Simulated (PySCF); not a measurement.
Molecule: 4-bromopyridine, C₅H₄BrN, net charge 0, singlet state. 
Coordinates optimised at B3LYP-D3(BJ)/def2-TZVP (Ansatz):
```xyz
11

Br     1.7900     0.1470    -0.0104
C     -0.1068    -0.0088     0.0006
C     -0.8974     1.1283    -0.0414
C     -2.2770     0.9532    -0.0310
N     -2.8747    -0.2362     0.0167
C     -2.0904    -1.3119     0.0564
C     -0.7007    -1.2596     0.0507
H     -0.4631     2.1165    -0.0809
H     -2.9282     1.8200    -0.0629
H     -2.5910    -2.2734     0.0950
H     -0.1105    -2.1636     0.0842
```
Charge 0, spin multiplicity 1.

Dispersion corrections to the total energy (kcal/mol) from the dftd3 and dftd4 libraries through PySCF: D3(BJ) without and D4 with the three-body term, each with the damping fitted for the functional named.

```csv
functional,D3(BJ),D4
BLYP,-16.69,?
B2GP-PLYP,?,-3.32
BHLYP,-10.75,?
r2SCAN,-2.17,-1.94
BP86,-12.64,-10.57
LC-wPBE,-7.43,-8.73
TPSSh,-9.06,-9.66
```

Question: What belongs in the gaps?

Answer: 
- BLYP, D4: -17.50
- B2GP-PLYP, D3(BJ): -5.16
- BHLYP, D4: -9.36
